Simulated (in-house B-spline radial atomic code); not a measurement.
Inner levels of phosphorus as electrons are removed. A shift is the extra binding of the orbital against the neutral atom ([Ne] 3s2 3p1/2(2) 3p3/2(1)). The density at the nucleus is averaged over the nuclear charge. Computed with an all-electron radial atomic-structure program (B-spline basis): Dirac-Hartree-Fock, jj configuration that fills j = l - 1/2 first, finite nuclei.

A number in brackets counts the electrons of a j subshell.

```csv
ion,configuration,shift of 1s1/2 (eV),radius of 1s1/2 (bohr),Σ<r²> (bohr²),change of density at nucleus (bohr⁻³)
P,[Ne] 3s2 3p1/2(2) 3p3/2(1),0,0.10341,31.175,-
P+,[Ne] 3s2 3p1/2(2),10.852,0.1034,21.07,1.4528
P2+,[Ne] 3s2 3p1/2(1),24.073,0.1034,14.05,3.3339
P3+,[Ne] 3s2,39.681,0.10339,8.9054,5.6638
P4+,[Ne] 3s1,?,?,?,?
P5+,[He] 2s2 2p6,78.24,0.10339,2.3544,-10.819
P6+,[He] 2s2 2p1/2(2) 2p3/2(3),135.28,0.10327,1.9153,0.01441
P7+,[He] 2s2 2p1/2(2) 2p3/2(2),196.93,0.10314,1.5418,11.961
P8+,[He] 2s2 2p1/2(2) 2p3/2(1),?,?,?,?
P9+,[He] 2s2 2p1/2(2),333.84,0.10279,0.94352,39.242
P10+,[He] 2s2 2p1/2(1),409,0.10257,0.70072,54.477
P11+,[He] 2s2,488.73,0.10233,0.48945,70.915
P12+,[He] 2s1,?,?,?,?
P13+,1s2,635.64,0.10217,0.027956,-144.79
P14+,1s1,887.3,0.0996,0.01324,-1207.06
```

**Question.** Fill in the row of P4+.

**Answer.** shift of 1s1/2 (eV): 58.093; radius of 1s1/2 (bohr): 0.10339; Σ<r²> (bohr²): 5.3243; change of density at nucleus (bohr⁻³): -1.5261.

**Question.** Fill in the row of P8+.

**Answer.** shift of 1s1/2 (eV): 263.14; radius of 1s1/2 (bohr): 0.10298; Σ<r²> (bohr²): 1.2211; change of density at nucleus (bohr⁻³): 25.032.

**Question.** Fill in the row of P12+.

**Answer.** shift of 1s1/2 (eV): 560.84; radius of 1s1/2 (bohr): 0.1023; Σ<r²> (bohr²): 0.24892; change of density at nucleus (bohr⁻³): -31.679.
